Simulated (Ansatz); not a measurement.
Species, as SMILES: [N]=C=O, doublet.
Atoms: N1, C2, O3. Bonds: N1-C2, C2-O3.

Basis-set convergence of the lowest harmonic wavenumber at HF with Ansatz (an electronic-structure program). Each level at its own minimum, finite differences of forces, unscaled; the reference is a large set that could be run, not a limit. Cartesian d functions, on some or all atoms, in 6-31G**, 6-31+G*; all else is spherical. The program fits the integrals of some runs and decomposes those of others, by size. Open shells are unrestricted. No added dispersion term, no relativity. Reference: the value in def2-QZVPP, 592 cm⁻¹. Deviations are taken from unrounded values.

```json
[
 {"basis": "pcseg-1", "functions": "42"},
 {"basis": "6-31G**", "functions": "45"},
 {"basis": "6-311G**", "functions": "54"},
 {"basis": "6-31+G*", "functions": "57"},
 {"basis": "6-311+G**", "functions": "66"},
 {"basis": "6-311++G(2d,2p)", "functions": "81"},
 {"basis": "pcseg-2", "functions": "90"},
 {"basis": "6-311++G(3df,3pd)", "functions": "117"}
]
```

Problem. Which is the smallest set listed that can be trusted to 10 cm⁻¹ here, that is, within that of the reference together with its larger relatives (same family, alike in diffuse functions; a set with none to test it counts only in the reference's own line)?

Solution. The smallest set listed that lies within 10 cm⁻¹ of the reference with all its larger relatives (same family, alike in diffuse functions; a set with none counts only in the reference's own line) is 6-311++G(2d,2p) (81 functions, -1 cm⁻¹ off). Inside, with no larger relative to test it: pcseg-2. Value minus reference: pcseg-1 -16, 6-31G** -38, 6-311G** -13, 6-31+G* -38, 6-311+G** -15, 6-311++G(2d,2p) -1, pcseg-2 -2, 6-311++G(3df,3pd) 4 cm⁻¹.
